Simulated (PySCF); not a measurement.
Compound: C₅H₇O₂S (doublet state).
Z-matrix (Å and degrees, GFN2-xTB geometry), rows numbered from 1:
```
C 
S   1  1.7246
O   2  1.4632  1  108.07
C   2  1.8714  1   96.10  3   107.97
C   4  1.4488  2  112.23  1    74.39
O   5  1.2059  4  123.77  2     0.16
C   4  1.3317  2  117.25  1  -107.21
C   7  1.4831  4  128.44  2   179.13
H   1  1.0729  2  116.12  3   173.37
H   1  1.0733  2  118.00  3    22.04
H   5  1.1077  4  115.24  2   179.39
H   7  1.0869  4  115.91  2    -0.67
H   8  1.0899  7  109.21  4  -123.44
H   8  1.0856  7  112.68  4    -1.82
H   8  1.0902  7  109.19  4   119.79
```

The hyperfine couplings belong to this conformer and change with its torsions.

The species is `O=[S@]([CH2])/C(=C/C)C=O` [radical].

Computed with UKS B3LYP, pcH-1 on C H O S, non-relativistic, mean-field spin-orbit, GIAO in PySCF 2.14.0. One conformer (not necessarily the lowest) at the GFN2-xTB geometry, without solvent, vibrations or thermal averaging. The geometry wasn't refined by DFT: couplings that depend on bond lengths, twists or pyramidal angles can differ widely from those at the functional's own minimum. Stability of the SCF solution: not tested.

Principal values of hyperfine tensors in MHz (contact, dipolar and spin–orbit terms together), for some of the nuclei:

```tsv
atom	isotope	A1	A2	A3
C1	13C	40.57	40.81	259.12
C4	13C	68.51	71.19	97.21
H9	1H	-81.96	-49.91	-11.88
S2	33S	26.87	33.53	56.44
H11	1H	7.61	7.92	11.43
H12	1H	5.17	6.11	10.98
C8	13C	5.33	5.45	7.70
C5	13C	-4.36	-4.02	-2.65
```

(1) Split each tensor into its isotropic and traceless parts, and turn a_iso into mT with g = 2.0027.

(2) What spin density at the nucleus of H11 lies behind its contact coupling (g_N = 5.58569)?

(3) H10 (1H, g_N = 5.58569) isn't in the table. Its spin density at the nucleus is -0.01211 bohr⁻³. What is its contact coupling?

(4) Which nucleus of the table has the largest anisotropic coupling, and what is its form?

(5) In a single crystal, with the field along each principal axis of the tensor of C4 in turn, what first-order splitting does this nucleus give (isotropic g, quadrupole terms neglected)?

Results:

(1) a_iso = (A1 + A2 + A3)/3, Ti = Ai − a_iso; 1 mT corresponds to 28.031 MHz. The tensors hold a spin–orbit part: the run splits a_iso into a_FC + a_SO, and T includes its anisotropic share.

| atom | a_iso (MHz) | a_FC | a_SO | a_iso (mT) | T1 | T2 | T3 |
| --- | --- | --- | --- | --- | --- | --- | --- |
| C1 | 113.50 | 113.45 | 0.05 | 4.049 | -72.93 | -72.69 | 145.62 |
| C4 | 78.97 | 79.00 | -0.03 | 2.817 | -10.46 | -7.78 | 18.24 |
| H9 | -47.92 | -47.95 | 0.04 | -1.709 | -34.04 | -1.99 | 36.03 |
| S2 | 38.95 | 39.05 | -0.10 | 1.389 | -12.07 | -5.42 | 17.49 |
| H11 | 8.99 | 8.99 | 0.00 | 0.321 | -1.38 | -1.07 | 2.44 |
| H12 | 7.42 | 7.42 | 0.00 | 0.265 | -2.25 | -1.31 | 3.56 |
| C8 | 6.16 | 6.16 | 0.00 | 0.220 | -0.83 | -0.71 | 1.54 |
| C5 | -3.68 | -3.68 | 0.00 | -0.131 | -0.68 | -0.34 | 1.03 |

(2) a_FC = 800.24 MHz bohr³ × g_N × ρ(0)/(2S). With a_FC = 8.99 MHz and 2S = 1, ρ(0) = 0.002011 bohr⁻³. In magnitude that is 0.6 % of the 1/π = 0.318 of a free hydrogen atom.

(3) By the same relation, a_FC = -54.1 MHz. The spin–orbit term adds +0.05 MHz. Its full tensor has the principal values -88.75, -55.42, -18.11 MHz.

(4) C1: -72.9, -72.7, 145.6 MHz, axial, in the ratio −1:−1:+2, the form that spin in one p orbital centred on that nucleus gives.

(5) 2 lines (I = 1/2), spaced by |A_i|/(g × 13.996): 2.44, 2.54, 3.47 mT along the axes of A1, A2 and A3.
